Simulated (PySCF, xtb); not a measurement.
B(CCH)2(OH) (C4H3BO), SMILES C#CB(O)C#C.

GFN2-xTB (xtb 6.7.1) at its own geometry gives an orbital gap of 4.31 eV and a dipole moment of 1.62 D.

Geometry optimised at PBE-D3(BJ)/def2-SVP. The values are those of a single conformer.

Question: What does r2SCAN/def2-TZVP (PySCF) give? (An estimate is asked for; the answer gives what the named calculation found.)

Answer: gap 4.51 eV (levels -7.05 and -2.55 eV), dipole 1.50 D.
